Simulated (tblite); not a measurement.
C6H8F4.
SMILES with atom numbers: `[CH3:1][C@:2]1([F:3])[CH2:4][C@@H:5]([C:6]([F:7])([F:8])[F:9])[CH2:10]1` (hydrogens: H11, H12, H13 on C1; H14, H15 on C4; H16 on C5; H17, H18 on C10)

Geometry (GFN2-xTB, Å), atoms numbered from 1 in this order:
```
atom  x, y, z in Å
C1    -2.3275    0.0347   -0.2308
C2    -1.0274    0.0234    0.5460
F3    -1.3213    0.0442    1.8948
C4     0.0103    1.0870    0.1415
C5     0.8541   -0.0196   -0.5166
C6     2.3217   -0.0385   -0.1481
F7     2.9776    1.0215   -0.6495
F8     2.9430   -1.1308   -0.6237
F9     2.5323   -0.0263    1.1738
C10   -0.0244   -1.0824    0.1680
H11   -2.1250    0.0198   -1.2972
H12   -2.8938    0.9297    0.0157
H13   -2.9215   -0.8363    0.0353
H14    0.4964    1.5204    1.0135
H15   -0.3418    1.8801   -0.5124
H16    0.7913   -0.0315   -1.6057
H17    0.4487   -1.5095    1.0503
H18   -0.4013   -1.8796   -0.4667
```

Calculated harmonic vibrations of the isolated species, GFN2-xTB (tblite), most abundant isotopes, no scaling. The method is semi-empirical: single wavenumbers can be off by several per cent or more. One conformer, not necessarily the lowest.

Harmonic wavenumbers (cm⁻¹): 43.4, 50.6, 135.0, 198.7, 203.2, 282.9, 299.5, 361.5, 389.9, 408.4, 443.7, 465.6, 530.3, 579.1, 630.4, 760.2, 848.3, 870.6, 920.6, 953.4, 962.0, 1009.0, 1030.9, 1053.0, 1054.7, 1096.0, 1126.3, 1169.7, 1185.2, 1200.1, 1219.4, 1237.5, 1241.4, 1285.6, 1314.0, 1395.8, 1442.9, 1456.7, 1471.2, 1481.5, 2988.8, 3028.6, 3030.0, 3033.8, 3035.2, 3045.7, 3049.5, 3061.4.

A = 2742, B = 759.3, C = 744.6 MHz; mass 156.056 u (most abundant isotopes); point group Cs, symmetry number 1.

**Question.** Zero-point energy?

**Answer.** ½Σν̃ = 29041 cm⁻¹ = 83.03 kcal/mol.

**Question.** Give the ideal-gas entropy at 298.15 K and 1 bar in the rigid-rotor, harmonic-oscillator model (classical rotation).

**Answer.** Translation 41.07, rotation 29.72, vibration 27.77: S = 98.6 cal/(mol K).

**Question.** And Cp and H(298.15 K) − H(0)?

**Answer.** Cp = 38.31 cal/(mol K), of which vibrations give 30.36 (their classical limit is 48 R = 95.4); H(298.15 K) − H(0) = 6.78 kcal/mol without the zero-point energy, 4.41 from vibrations.

**Question.** Which modes carry the vibrational entropy at 298.15 K?

**Answer.** 43.4 cm⁻¹: 5.10; 50.6 cm⁻¹: 4.79; 135.0 cm⁻¹: 2.87; 198.7 cm⁻¹: 2.15; 203.2 cm⁻¹: 2.10; 282.9 cm⁻¹: 1.52 cal/(mol K); the other 42 give 9.24 together.

**Question.** What must be added to the electronic energy to get the Gibbs energy at 298.15 K and 1 bar?

**Answer.** ZPE + [H(298.15 K) − H(0)] − T·S = 83.03 + 6.78 − 29.39 = 60.42 kcal/mol.

**Question.** Blend soft modes into free rotors: weight 1/[1 + (100 cm⁻¹/ν̃)⁴] for the oscillator and the rest for a rotor with moment μB/(μ + B), μ = h/(8π²ν), B = 10⁻⁴⁴ kg m². What vibrational entropy results?

**Answer.** 25.17 cal/(mol K) in place of 27.77, which changes −T·S at 298.15 K by +0.77 kcal/mol.

Hindered rotation and anharmonicity are outside this model. Other conformers, if any are populated, would add a mixing term that is left out.
